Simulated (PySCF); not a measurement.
C9H9 (doublet state).
Atom-mapped SMILES: `[CH:1]#[C:2][C@:3]1([CH2:4][CH:5]=[C:6]=[CH2:7])[CH:8][CH2:9]1` (hydrogens: H10 on C1; H11, H12 on C4; H13 on C5; H14, H15 on C7; H16 on C8; H17, H18 on C9)

Geometry (GFN2-xTB, Å), atoms numbered from 1 in this order:
```xyz
18
C9H9 angstrom
C     -2.8326    1.8920   -1.1726
C     -2.0283    1.1312   -0.7100
C     -1.1027    0.1912   -0.1556
C      0.2205    0.1213   -0.9159
C      1.1213   -0.9485   -0.3722
C      2.3231   -0.7365    0.0653
C      3.5224   -0.5090    0.4965
C     -1.6768   -0.9989    0.4960
C     -1.0717    0.0019    1.3675
H     -3.5235    2.5739   -1.5703
H     -0.0076   -0.0995   -1.9644
H      0.7191    1.0930   -0.8739
H      0.6943   -1.9442   -0.3463
H      3.7188   -0.2673    1.5295
H      4.3812   -0.5598   -0.1544
H     -2.6858   -1.3576    0.4787
H     -0.0839   -0.1825    1.7714
H     -1.6966    0.6055    2.0192
```

The hyperfine couplings belong to this conformer and change with its torsions.

The calculation used UKS B3LYP, pcH-1 on C H, non-relativistic, mean-field spin-orbit, GIAO in PySCF 2.14.0. Isolated species at its GFN2-xTB geometry (one conformer only). A GFN2-xTB geometry isn't a minimum of the functional, and hyperfine couplings can be far from their values at a DFT geometry. Stability of the SCF solution: not tested.

Q: What is the g tensor, term by term?

A: 
```
                    Δg (ppm)     1     2     3
relativistic mass correction  -148  -148  -148
            gauge correction    34     3    16
   orbital Zeeman/spin–orbit    -3   670   925
                       total  -117   524   793
```

So g = 2.00220, 2.00284, 2.00311 and g_iso = 2.00272; the tensor is rhombic: the two nearest values differ by 30 % of g3 − g1. Axes: g3 points within 9° of the C8–H16 bond.

Q: What effective moment and Curie constant follow for a powder?

A: With the mean of g² = 4.0109 and S(S+1) = 0.75: μ_eff = √(⟨g²⟩S(S+1)) = 1.734 μB and χT = 0.12505·⟨g²⟩·S(S+1) = 0.376 cm³ K/mol (cgs; spin-Hamiltonian part alone).

Q: At 93.864 GHz, how far is the centre of the isotropic spectrum from where a free electron (g = 2.002319) resonates?

A: B = hν/(g μB) with μB/h = 13.99624 MHz/mT gives 3349.30 mT for the free electron and 3348.63 mT at g_iso, 0.67 mT lower.

Q: In a frozen sample, at which fields do the three g values resonate at 9.5, 34, 94 and 263 GHz (hyperfine left aside), and which band first spreads them over more than twice a line width of 0.3 mT?

A: 
```csv
band,GHz,B(g3) mT,B(g2) mT,B(g1) mT,spread mT
X,9.5,338.85,338.89,339.00,0.15
Q,34.0,1212.72,1212.89,1213.28,0.55
W,94.0,3352.83,3353.28,3354.35,1.52
J,263.0,9380.78,9382.04,9385.04,4.27
```

The spread grows in proportion to the frequency. W band is the first where it exceeds 0.6 mT.

The largest Mulliken spin population is on C8 (+0.94). The angles at C8 add up to 321.3°, so it is pyramidal.

The HOMO–LUMO gaps are 6.23 eV among the α and 4.71 eV among the β orbitals.
